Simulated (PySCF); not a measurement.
Tetrahydropyran-4-one, C₅H₈O₂.
Atom-mapped SMILES: `[O:1]=[C:2]1[CH2:3][CH2:4][O:5][CH2:6][CH2:7]1` (hydrogens: H8, H9 on C3; H10, H11 on C4; H12, H13 on C6; H14, H15 on C7)

The geometry is computed with GFN2-xTB (gas phase).

Question: What internal coordinates does the optimisation give?

Answer: 
```
                  bond  length (bohr)   order
                 O1=C2          2.275  double
          C2–C3, C2–C7          2.855  single
          C3–C4, C6–C7          2.909  single
          C4–O5, O5–C6          2.653  single
C3–H8 and 3 like bonds          2.061  single
        C4–H10, C6–H13          2.063  single
        C4–H11, C6–H12          2.081  single
```

Bonds in one row agree within 0.02 bohr and their mean is given. Orders are formal, as drawn. A selection of angles:
```
     angle  degrees
  O1–C2–C3    123.9
  C3–C2–C7    112.1
  C2–C3–C4    108.7
  C2–C3–H8    108.9
  C4–C3–H8    108.9
  C4–C3–H9    110.5
  H8–C3–H9    109.4
  C3–C4–O5    111.7
 C3–C4–H10    110.6
 C3–C4–H11    109.2
 O5–C4–H10    106.1
 O5–C4–H11    110.3
H10–C4–H11    108.9
  C4–O5–C6    112.1
```

Dihedral angles: O1–C2–C3–C4 -125° (anticlinal); C2–C3–C4–O5 -56° (synclinal); C3–C4–O5–C6 61° (synclinal); C4–O5–C6–C7 -61° (synclinal); O5–C6–C7–C2 56° (synclinal); O1–C2–C7–C6 125° (anticlinal).

The 6-membered ring C2–C3–C4–O5–C6–C7 has internal angles of 108.7° to 112.1° (sum 665°, against 720° for a flat polygon); it is puckered, 0.23 Å rms from its mean plane, widest ring torsion 61°. Of the pairs four or more bonds apart, H11···H12 is among the closest relative to their van der Waals radii: 2.39 Å, 100 % of the sum of Bondi's values. The 3 C–O bonds span 1.204 Å (O1=C2, drawn double) to 1.404 Å (O5–C6, drawn single), a spread of 0.200 Å. The 4 C–C bonds span 1.511 Å (C2–C3, drawn single) to 1.540 Å (C6–C7, drawn single), a spread of 0.029 Å.

Point group: Cs (tolerance 0.08 Å). GFN2-xTB frequencies: not computed here. The numbers are those of one conformer.
